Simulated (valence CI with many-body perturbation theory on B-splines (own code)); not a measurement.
Pb II: calculation against measured levels

Level of theory: configuration interaction combined with many-body perturbation theory (CI+MBPT): three valence electrons over a frozen Dirac-Fock core [Xe] 4f14 5d10, radial functions for each j: 11 s, 11 p, 9 d, 7 f, 5 g, 2 h, 1 i, with the one-electron correlation potential Σ1 (screened to all orders), the two-electron term Σ2, the three-electron term Σ3, Breit, model QED; selected single and double excitations, second order for the rest (own B-spline code, finite nucleus).

Against 15 measured levels this calculation errs by 201 cm⁻¹ on average and by 622 at most. These come from a selection out of the NIST Handbook of Basic Atomic Spectroscopic Data. Levels without a partner in it may be off by more.

Measured levels: NIST Handbook of Basic Atomic Spectroscopic Data (Sansonetti and Martin, J. Phys. Chem. Ref. Data 34, 1559 (2005)). Pairs share parity and J, and are chosen by configuration, term and nearness in energy; levels without a clear partner are left out. Energies in cm⁻¹ above the measured ground level. The last column is blank where CI alone has no clear partner.

Names give the largest LS component (configuration and term), which can be under half, so a name can repeat, a term be missing and a line seem to break the LS rules; names also repeat where a configuration has a term twice.

```
Computed label  Label in the source  Measured  Computed  Difference  CI alone, difference
6s2 6p 2P°_1/2           6s2 6p 2P°         0       0.0           0                     0
6s2 6p 2P°_3/2           6s2 6p 2P°   14081.1   14407.4        +326                 -1636
 6s 6p2 4P_1/2            6s 6p2 4P   57910.5   57288.9        -622                 -7402
 6s2 7s 2S_1/2            6s2 7s 2S   59448.6   59827.7        +379                 -4265
 6s 6p2 4P_3/2            6s 6p2 4P   66124.5   65757.8        -367                 -8653
 6s2 6d 2D_5/2            6s2 6d 2D   68964.3   68989.6         +25                 -7450
 6s2 6d 2D_3/2            6s2 6d 2D   69739.6   69986.4        +247                 -6234
 6s 6p2 4P_5/2            6s 6p2 4P   73905.7   74003.6         +98                 -7158
6s2 7p 2P°_1/2           6s2 7p 2P°   74459.0   74592.5        +134                 -4747
6s2 7p 2P°_3/2           6s2 7p 2P°   77272.6   77388.6        +116                 -4941
 6s 6p2 2D_5/2            6s 6p2 2D   88972.2   89142.6        +170                 -7397
 6s2 8s 2S_1/2            6s2 8s 2S   89180.2   89029.5        -151                      
5f 6s2 2F°_7/2           6s2 5f 2F°   92515.2   92534.3         +19                 -5730
5f 6s2 2F°_5/2           6s2 5f 2F°   92530.7   92549.6         +19                 -5728
 6s2 7d 2D_3/2            6s2 7d 2D   94284.6   94432.0        +147                 -5202
 6s2 7d 2D_5/2            6s2 7d 2D   95304.2   95506.6        +202                 -5308
```

Over 15 excited levels the mean absolute difference is 201 cm⁻¹, the median 151 and the largest 622. For the 14 levels that pair on every rung the mean is CI alone 5846, + Σ1 1983, + Σ2 361, + Σ3 352, + Breit 186, + QED 205. The comparison draws on a selection of the measured levels: 16 of the 21 computed ones have a partner in it, and others may be off by more.

Rates against NIST Handbook of Basic Atomic Spectroscopic Data (Sansonetti and Martin, J. Phys. Chem. Ref. Data 34, 1559 (2005)):

| λ vac, measured (nm) | Upper | Lower | A computed (s⁻¹) | A tabulated (s⁻¹) |
| --- | --- | --- | --- | --- |
| 143.39 | 6s2 6d 2D_3/2 | 6s2 6p 2P°_1/2 | 4.53e+08 | 1.41e+09 |
| 182.20 | 6s2 6d 2D_5/2 | 6s2 6p 2P°_3/2 | 1.93e+08 | 1.18e+09 |
| 220.42 | 6s2 7s 2S_1/2 | 6s2 6p 2P°_3/2 | 5.04e+08 | 4.94e+08 |
